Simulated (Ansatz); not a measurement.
Cost and result for the atomization energy of Cl$_{2}$F$_{6}$GeSi$_{2}$ (`F[Si](F)(F)[Ge]([Cl])([Cl])[Si](F)(F)F`) (11 atoms, 10 bonds).

```xyz
11

F    -2.667   -0.496   -0.766
Si   -1.559   -1.390   -0.097
F    -0.979   -2.359   -1.193
F    -2.223   -2.252    1.037
Ge    0.176   -0.020    0.786
Cl   -0.704    1.223    2.297
Cl    1.605   -1.325    1.714
Si    1.383    1.410   -0.686
F     0.401    2.427   -1.379
F     2.087    0.562   -1.809
F     2.479    2.221    0.095
```

Charge 0, multiplicity 1. Correlated methods include outer-core shells of Ge, which these sets cover unevenly. Scalar relativity is left out up to krypton. The geometry is a stationary point of PBE0-D4/def2-TZVP. It is one conformer, not always the lowest. Program: Ansatz. All runs use 4 threads of an AMD EPYC 7R13 on a shared host and a share of an NVIDIA H100 80 GB. Times are those of one run each, without the atoms' runs, and a repeat can differ threefold. Electronic energies, without spin–orbit coupling; frozen cores. CCSD(T)/CBS adds CCSD(T) − MP2 in def2-TZVPP to the MP2 limit, and its time is that of the two runs behind it. T1 = 0.012. With those shells the extrapolation isn't a true limit. B3LYP takes the VWN-RPA correlation (the form of Gaussian; ORCA's B3LYP/G). HSE06 is the plane-wave form, built on full-range PBE exchange.

CCSD(T)/CBS is a level of theory with its own doubt, some kJ/mol a heavy atom from the limit and from the frozen cores, so smaller differences don't rank the functionals.

```json
{"level": "revPBE-D4/def2-TZVPP", "functions": "402", "wall time": "2.5 s"}
{"level": "BLYP-D4/def2-TZVPP", "functions": "402", "wall time": "2.7 s"}
{"level": "B2PLYP/def2-TZVPP", "functions": "402", "wall time": "3.1 s"}
{"level": "HSE06-D4/def2-TZVPP", "functions": "402", "wall time": "3.7 s"}
{"level": "BHLYP-D4/def2-TZVPP", "functions": "402", "wall time": "3.8 s"}
{"level": "r2SCANh-D4/def2-TZVPP", "functions": "402", "wall time": "3.9 s"}
{"level": "B97M-V/def2-TZVPP", "functions": "402", "wall time": "4.4 s"}
{"level": "RPA@PBE/def2-TZVPP", "functions": "402", "wall time": "5 s"}
{"level": "CCSD(T)/def2-SVP", "functions": "188", "wall time": "5.5 s"}
{"level": "B3LYP-D4/def2-TZVPP (with forces)", "functions": "402", "wall time": "5.5 s"}
{"level": "MP2/def2-QZVPP", "functions": "711", "wall time": "8.5 s"}
{"level": "CCSD(T)/def2-TZVPP", "functions": "402", "wall time": "44 s"}
{"level": "CCSD(T)/CBS(def2)", "functions": "–", "wall time": "53 s"}
```

**Question.** What atomization energy does each give, and how far from CCSD(T)/CBS? (Estimate.)

**Answer.** Computed: 
```csv
level,atomization (kJ/mol),difference from CCSD(T)/CBS,per bond
revPBE-D4/def2-TZVPP,4526.5,-120.4,-12.0
BLYP-D4/def2-TZVPP,4568.7,-78.2,-7.8
B2PLYP/def2-TZVPP,4533.3,-113.6,-11.4
HSE06-D4/def2-TZVPP,4561.1,-85.8,-8.6
BHLYP-D4/def2-TZVPP,4371.6,-275.3,-27.5
r2SCANh-D4/def2-TZVPP,4586.8,-60.1,-6.0
B97M-V/def2-TZVPP,4644.2,-2.7,-0.3
RPA@PBE/def2-TZVPP,4111.1,-535.8,-53.6
CCSD(T)/def2-SVP,4129.6,-517.3,-51.7
B3LYP-D4/def2-TZVPP (with forces),4535.9,-111.0,-11.1
MP2/def2-QZVPP,4841.9,195.0,19.5
CCSD(T)/def2-TZVPP,4489.9,-157.0,-15.7
CCSD(T)/CBS(def2),4646.9,0.0,0.0
```

In def2-TZVPP, CCSD(T) changes the Hartree–Fock value by +1113.4 kJ/mol (the triples alone add +93.1 kJ/mol) and MP2 by +1368.1 kJ/mol; breaking electron pairs costs correlation energy, which Hartree–Fock lacks. At CCSD(T), def2-SVP lies −517.3 kJ/mol from the extrapolated value and def2-TZVPP −157.0 kJ/mol: correlation converges slowly with the basis, and small sets miss more of it in the bonded molecule than in its fragments. From r2SCAN to r2SCAN0 (25 % exact exchange), in def2-TZVPP and without D4, the atomization energy moves by −142.2 kJ/mol: exact exchange takes away binding that semilocal exchange gives to molecules.

For some Ge, Se and Sn compounds the MP2-based and the directly extrapolated limit differ by 10 to 25 kJ/mol.
